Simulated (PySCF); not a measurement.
**Two-dimensional NMR puzzle**

Compound of formula C$_{6}$H$_{13}$NO. Correlations simulated from computed shifts and the bond graph:

HSQC (one-bond C–H):
```
  δH    δC
3.02  73.3
2.59  57.1
2.18  47.6
1.83  41.3
1.79  57.1
1.02  41.3
```

COSY cross peaks (H two or three bonds apart, from the bond graph; peaks can be absent where the dihedral angle is near 90°):
```
  δH    δH
3.02  1.83
3.02  1.02
2.59  1.83
2.59  1.79
2.59  1.02
1.83  1.79
1.83  1.02
1.79  1.02
```

HMBC (two and three bonds, from the bond graph):
```
  δH                      δC
3.02              57.1, 41.3
2.59  73.3, 57.1, 47.6, 41.3
2.18                    57.1
1.83        73.3, 57.1, 41.3
1.79  73.3, 57.1, 47.6, 41.3
1.02        73.3, 57.1, 41.3
```

Equivalent nuclei averaged, one conformer, gas phase, non-relativistic Hamiltonian. Geometry: PBE0-D3(BJ)/def2-SVP; shielding tensors at PBE/pcSseg-1 (GIAO); PySCF.

Referencing at the same level of theory: TMS for ¹H and ¹³C.

Exchangeable hydrogens are left out of these lists.

Problem. Assemble the structure.

Solution. N-Methyl-4-Piperidinol (CN1CCC(O)CC1).

Structure with atom numbers: `[CH3:1][N:2]1[CH2:3][CH2:4][CH:5]([OH:6])[CH2:7][CH2:8]1`. Each H is labelled by its parent atom. Ha(C3), Ha(C4), Ha(C7), Ha(C8) are cis to O6 on the ring; Hb(C3), Hb(C4), Hb(C7), Hb(C8) are trans to O6 on the ring.

- δC 73.3 is C5, an sp3 CH bonded to O (δH 3.02).
- δC 57.1 is C3/C8, an sp3 CH2 bonded to N (δH 1.79, 2.59).
- δC 47.6 is C1, a methyl carbon bonded to N (δH 2.18).
- δC 41.3 is C4/C7, an sp3 CH2 in a ring (δH 1.02, 1.83).
- COSY links 3.02–1.83, 3.02–1.02, 2.59–1.83, 2.59–1.79, 2.59–1.02, 1.83–1.79.

The data come from this structure; uniqueness wasn't tested.

OH/NH shifts are gas-phase values; hydrogen bonding in solution moves them, usually downfield. Shifts are as computed. Against solution values, carbons near 30 ppm lie about +2 ppm off and those near 130 ppm about +2 ppm. Of 1211 compounds with measured shifts, 218 miss one by over three times the rms of a fit or turn the order of signals round; such compounds aren't used in these exercises.
